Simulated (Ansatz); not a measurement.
Consider the redistribution: `[OH][Al]([SH])[O][SiH3]` + `COBF` → `[OH][AlH][SH]` + `COB(F)O[SiH3]`.

Gas-phase electronic energies from Ansatz, PBE0-D4/def2-TZVP geometries. CBS: MP2 limit from def2 TZ/QZ plus the TZ coupled-cluster correction, frozen cores. DFT in def2-TZVPP. B3LYP here is the variant with VWN-RPA as its local correlation; programs differ in this. HSE06 is defined as in plane-wave codes. One conformer a species, not always the lowest.

`[OH][Al]([SH])[O][SiH3]`:

```xyz
10

O     1.700    1.868   -0.110
Al    1.232    0.251   -0.057
S     2.705   -1.346   -0.082
O    -0.395   -0.124    0.016
Si   -2.019   -0.125    0.086
H     2.607    2.165   -0.153
H     1.755   -2.295   -0.022
H    -2.588    0.240   -1.239
H    -2.497    0.849    1.103
H    -2.500   -1.482    0.458
```

`COBF`:

Z-matrix (Å, degrees):
```
C
O 1 1.413
H 1 1.093 2 111.6
H 1 1.091 2 108.9 3 -120.7
H 1 1.091 2 108.9 3 120.7
B 2 1.339 1 121.8 3 -0.2
F 6 1.325 2 117.6 1 180.0
H 6 1.199 2 123.0 1 -0.0
```

`[OH][AlH][SH]`:

Z-matrix (Å, degrees):
```
Al
S 1 2.186
O 1 1.690 2 122.3
H 1 1.569 2 119.3 3 -179.9
H 2 1.344 1 94.2 3 -0.1
H 3 0.955 1 126.2 2 0.1
```

`COB(F)O[SiH3]`:

Z-matrix (Å, degrees):
```
C
O 1 1.414
H 1 1.091 2 108.8
H 1 1.091 2 108.8 3 -118.4
H 1 1.091 2 111.7 3 120.8
B 2 1.352 1 123.0 3 -120.2
O 6 1.351 2 120.4 1 180.0
F 6 1.334 2 121.1 1 -0.1
Si 7 1.654 6 130.3 2 -0.0
H 9 1.481 7 106.4 6 -180.0
H 9 1.484 7 110.4 6 -60.7
H 9 1.484 7 110.4 6 60.8
```

| level | ΔE (kJ/mol) | difference from CCSD(T)/CBS |
| --- | --- | --- |
| LDA (SPW92) | 17.2 | -16.8 |
| revPBE-D4 | 26.3 | -7.7 |
| r2SCAN-D4 | 30.8 | -3.2 |
| B97M-V | 18.8 | -15.2 |
| PBE0-D4 | 27.1 | -6.9 |
| r2SCANh-D4 | 30.4 | -3.6 |
| r2SCAN0-D4 | 29.7 | -4.3 |
| HSE06-D4 | 26.9 | -7.1 |
| BHLYP-D4 | 32.4 | -1.6 |
| CAM-B3LYP-D4 | 31.4 | -2.6 |
| ωB97X-V | 29.7 | -4.3 |
| ωB97M-V | 28.7 | -5.3 |
| B2PLYP | 35.5 | 1.5 |
| PBE-QIDH | 31.1 | -2.9 |
| PBE | 27.8 | -6.2 |
| revPBE | 31.2 | -2.8 |
| BLYP | 34.7 | 0.7 |
| r2SCAN | 30.9 | -3.1 |
| PBE0 | 27.4 | -6.6 |
| B3LYP | 33.2 | -0.8 |
| r2SCANh | 30.4 | -3.6 |
| r2SCAN0 | 29.7 | -4.3 |
| HSE06 | 27.2 | -6.8 |
| CAM-B3LYP | 31.6 | -2.4 |
| LC-ωPBE | 31.7 | -2.3 |
| RPA@PBE/def2-TZVPP | 32.4 | -1.6 |
| HF/def2-SVP | 17.7 | -16.3 |
| MP2/def2-SVP | 20.8 | -13.2 |
| CCSD(T)/def2-SVP | 16.6 | -17.4 |
| HF/def2-TZVPP | 30.0 | -4.0 |
| MP2/def2-TZVPP | 38.1 | 4.1 |
| SCS-MP2/def2-TZVPP | 38.0 | 4.0 |
| CCSD/def2-TZVPP | 33.1 | -0.9 |
| CCSD(T)/def2-TZVPP | 32.9 | -1.1 |
| HF/def2-QZVPP | 31.5 | -2.5 |
| MP2/def2-QZVPP | 39.3 | 5.3 |
| SCS-MP2/def2-QZVPP | 39.1 | 5.1 |
| HF/CBS(def2) | 31.7 | -2.3 |
| MP2/CBS(def2) | 39.2 | 5.2 |
| CCSD/CBS(def2) | 34.2 | 0.2 |
| CCSD(T)/CBS | 34.0 | 0 |

Largest T1 diagnostic among the species: 0.013.

Leaving LDA and LC-ωPBE aside and taking each functional with its dispersion term where it has one, the values spread over 16.8 kJ/mol, from B97M-V to B2PLYP. LDA lies −10.6 kJ/mol from PBE without D4. At CCSD(T), def2-SVP lies −17.4 kJ/mol from the extrapolated value and def2-TZVPP −1.1 kJ/mol.
